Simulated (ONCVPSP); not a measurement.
**Transferability test, ONCV potential for calcium**

- Element: calcium (Ca)
- Generator: ONCVPSP 4.0.1
- Type: optimised norm-conserving Vanderbilt (ONCV)
- Functional: PBE
- Relativity: scalar-relativistic
- Frozen core: [Ne]
- Valence charge: 10
- Reference configuration: 3s2 3p6 4s1 4p1
- Partial waves: 3s+4s: rc 2.20 bohr, ncon 4, nbas 8, qcut 6.1 1/bohr, 2 projectors; 3p+4p: rc 2.50 bohr, ncon 4, nbas 9, qcut 6.4 1/bohr, 2 projectors; d scattering state at 0.08 Ha: rc 2.20 bohr, ncon 4, nbas 7, qcut 4.7 1/bohr, local
- Local potential: the d channel
- Core correction: none

In the d channel the program set the typed energies aside and used -0.111 Ha.

Energies are relative to the spin-unpolarised reference configuration 3s2 3p6 4s1 4p1; without spin polarisation the order of configurations can differ from experiment.

| valence configuration | charge | ΔE all-electron (eV) | error AE − PS (meV) |
| --- | --- | --- | --- |
| 3s2 3p6 4s2 4p0 | 0 | -2.422 | -0.5 |
| 3s2 3p6 4s1 4p0 | +1 | 3.888 | -0.4 |
| 3s2 3p6 4s0 4p2 | 0 | 2.530 | -0.3 |

Problem. What are ΔE and the potential's error for 3s2 3p6 4s0 4p0?

Solution. ΔE = 15.708 eV all-electron; the error (AE − PS) is -2.2 meV.

Levels in the configuration 3s2 3p6 4s0 4p0:

```tsv
level	all-electron (eV)	pseudo (eV)
3s	-62.236	-62.268
3p	-43.060	-43.065
```

Note: ghosts flagged at negative energy: s at -124.5 eV; no localised positive-energy state flagged. A true bound ghost makes a file unfit for plane-wave use.
